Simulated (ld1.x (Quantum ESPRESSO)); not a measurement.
# u(r) = r·R(r): atom against pseudo-atom (carbon (C))

Columns: radius, all-electron u(r) and pseudo u(r) of the 2s shell (level -25.76 eV) of carbon in the configuration [He] 2s2 2p1; PBE, scalar-relativistic, PAW scheme, ld1.x (Quantum ESPRESSO) 7.5.

| r (bohr) | all-electron | pseudo |
| --- | --- | --- |
| 0.090 | 0.3417 | -0.0230 |
| 0.180 | 0.3547 | -0.0566 |
| 0.270 | 0.2212 | -0.1092 |
| 0.360 | 0.0336 | -0.1845 |
| 0.450 | -0.1608 | -0.2812 |
| 0.540 | -0.3392 | -0.3927 |
| 0.630 | -0.4915 | -0.5091 |
| 0.720 | -0.6156 | -0.6188 |
| 0.810 | -0.7114 | -0.7115 |
| 0.900 | -0.7807 | -0.7807 |
| 0.990 | -0.8261 | -0.8261 |
| 1.080 | -0.8511 | -0.8511 |
| 1.170 | -0.8591 | -0.8591 |
| 1.260 | -0.8532 | -0.8532 |
| 1.350 | -0.8363 | -0.8363 |
| 1.440 | -0.8110 | -0.8110 |
| 1.530 | -0.7794 | -0.7794 |
| 1.620 | -0.7435 | -0.7435 |
| 1.710 | -0.7046 | -0.7046 |
| 1.800 | -0.6640 | -0.6640 |
| 1.890 | -0.6229 | -0.6229 |
| 1.980 | -0.5818 | -0.5818 |
| 2.070 | -0.5415 | -0.5415 |
| 2.160 | -0.5023 | -0.5023 |
| 2.250 | -0.4647 | -0.4647 |
| 2.340 | -0.4289 | -0.4289 |

Q: How many radial nodes do the two functions have?

A: The all-electron 2s function has n − l − 1 = 1; the pseudo-wave has 0, since the states of the same l below it are removed with the core.

Q: At about which radius was the pseudo-wave matched?

A: 0.85 bohr, where the columns begin to agree (steps of 0.09 bohr).

Q: Is the pseudo-wave norm-conserving?

A: No, it belongs to a PAW set: the norm inside the radius is not constrained, and the difference is carried by the augmentation charge.
